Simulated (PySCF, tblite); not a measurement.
Compound: C5H9NO2.
Z-matrix (Å and degrees, GFN2-xTB geometry), rows numbered from 1:
```
C 
N   1  1.2511
C   2  1.4319  1  120.04
C   3  1.5479  2  110.86  1  -116.96
C   4  1.5146  3  110.03  2   158.34
O   5  1.1968  4  125.14  3   -42.88
O   4  1.4023  3  114.24  2   -80.63
C   7  1.4124  4  114.30  3    73.16
H   1  1.0957  2  124.34  3    -1.10
H   1  1.0798  2  118.34  3   179.37
H   3  1.1017  2  112.71  1     4.28
H   3  1.0938  2  107.82  1   125.48
H   4  1.1070  3  107.86  2    42.25
H   5  1.1038  4  112.25  3   137.52
H   8  1.0925  7  111.40  4   -58.81
H   8  1.0966  7  110.71  4    62.58
H   8  1.0880  7  106.01  4  -178.67
```

Computed, not measured: B3LYP/def2-SVPD in PySCF (dipole) on a GFN2-xTB geometry, gas phase.

Masses are those of the commonest isotopes; rigid-rotor values at the optimised geometry. The values belong to one conformer with, in the numbering `[CH2:1]=[N:2][CH2:3][C@@H:4]([CH:5]=[O:6])[O:7][CH3:8]`, C1–N2–C3–C4 -117°, N2–C3–C4–C5 158°, C3–C4–C5–O6 -43°, C3–C4–O7–C8 73°.

Question: Give the principal moments of inertia and the rotational constants in MHz.

Answer: Ia = 221.37, Ib = 295.60, Ic = 486.49 u·Å²; 505379 MHz·u·Å²/I gives A = 2283, B = 1710, C = 1039 MHz.

Question: Classify the top.

Answer: An asymmetric top; Ray's κ = 0.078.

Question: What does the inertial defect say?

Answer: Not planar: Δ = Ic − Ia − Ib = -30.48 u·Å². For a rigid frame Δ = −2 Σ m c², so Σ m c² = 15.24 u·Å² lies off the ab plane: 7.12 from hydrogen and 8.12 from heavier atoms. The atom farthest from that plane is 1.66 Å away.

Question: Give the other two planar moments, Paa and Pbb, and the rms extents of the mass along the axes.

Answer: Paa = Σ m a² = (Ib + Ic − Ia)/2 = 280.36 and Pbb = Σ m b² = (Ia + Ic − Ib)/2 = 206.14 u·Å². With the mass M = 115.06 u, the rms extents √(P/M) along a, b and c are 1.56, 1.34, 0.36 Å.

Question: Which lines would a microwave search look for?

Answer: The dipole components are |μa| = 1.93 D, |μb| = 0.56 D, |μc| = 0.69 D. Intensities carry the squares of the components, which stand as 1.00 : 0.08 : 0.13 (a : b : c). Some lines, for components of 0.1 D or more:

```tsv
type	branch	J(Ka,Kc)	MHz	lower level (cm⁻¹)
a	Q	2(2,0) ← 2(2,1)	340	0.396
a	Q	1(1,0) ← 1(1,1)	671	0.111
c	Q	3(2,2) ← 3(1,2)	1017	0.637
c	Q	2(2,1) ← 2(1,1)	1720	0.339
a	Q	2(1,1) ← 2(1,2)	2013	0.272
b	Q	2(2,0) ← 2(1,1)	2059	0.339
b	Q	2(1,1) ← 2(0,2)	2255	0.264
b	R	1(1,1) ← 0(0,0)	3322	0.000
c	Q	3(3,1) ← 3(2,1)	3368	0.716
b	Q	3(3,0) ← 3(2,1)	3494	0.716
c	R	1(1,0) ← 0(0,0)	3993	0.000
b	R	2(0,2) ← 1(1,1)	4584	0.111
b	Q	3(3,1) ← 3(2,2)	4722	0.671
a	R	2(1,2) ← 1(1,1)	4826	0.111
b	R	2(2,1) ← 1(1,0)	7888	0.133
a	R	3(2,2) ← 2(2,1)	8246	0.396
a	R	3(2,1) ← 2(2,0)	9259	0.408
c	R	3(1,2) ← 2(0,2)	11203	0.264
c	R	3(2,2) ← 2(1,2)	11978	0.272
b	R	3(3,1) ← 2(2,0)	12628	0.408
b	R	3(3,0) ← 2(2,1)	13092	0.396
b	R	3(2,1) ← 2(1,2)	13331	0.272
```

Its GFN2-xTB frequencies are all real (lowest 55 cm⁻¹). No vibrational averaging or centrifugal distortion is included, and the geometry carries the error of its method. A rigid rotor knows nothing of internal rotation, which can split or shift real lines. Quadrupole hyperfine structure (14N) is left out.
